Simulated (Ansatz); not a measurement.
Relaxation of AlCl₂H₃O (7 atoms, charge 0, multiplicity 1), to a largest force component of 0.03 eV/Å in at most 50 steps.

These are results of Ansatz, RKS r2SCAN-D4/def2-mTZVP, not measurements.

```xyz
7
Properties=species:S:1:pos:R:3
Al 0.107 0.302 -0.178
H 0.084 0.136 1.379
Cl 1.899 0.762 -1.148
Cl -1.709 0.237 -1.211
O 0.095 -2.448 0.926
H -0.804 -2.793 0.827
H -0.001 -1.722 1.589
```

Task: Where does it end, and by what steps?

Result: It converged. After 9 steps the energy has fallen by 0.940 eV; H6 moved furthest, 0.75 Å. Joined: Al1–O5 (2.96 → 1.97 Å).

```
step  energy less start (eV)  largest force component (eV/Å)  accepted
   0                  0.0000                           0.953       yes
   1                 -0.1230                           1.830       yes
   2                 -0.3725                           2.536       yes
   3                 -0.7233                           1.109       yes
   4                 -0.8405                           0.923       yes
   5                 -0.9105                           0.220       yes
   6                 -0.9309                           0.261       yes
   7                 -0.9380                           0.206       yes
   8                 -0.9401                           0.037       yes
   9                 -0.9402                           0.021       yes
```

```xyz
7
Properties=species:S:1:pos:R:3
Al 0.075 0.007 0.126
H 0.026 0.696 1.543
Cl 1.818 0.223 -1.049
Cl -1.751 -0.190 -0.975
O 0.115 -1.892 0.664
H -0.643 -2.346 0.253
H 0.031 -2.024 1.622
```

The run took 15 s on 4 threads of Intel(R) Xeon(R) Platinum 8259CL CPU @ 2.50GHz (Skylake/Cascade Lake), with other jobs on the host, peak memory 0.19 GiB.
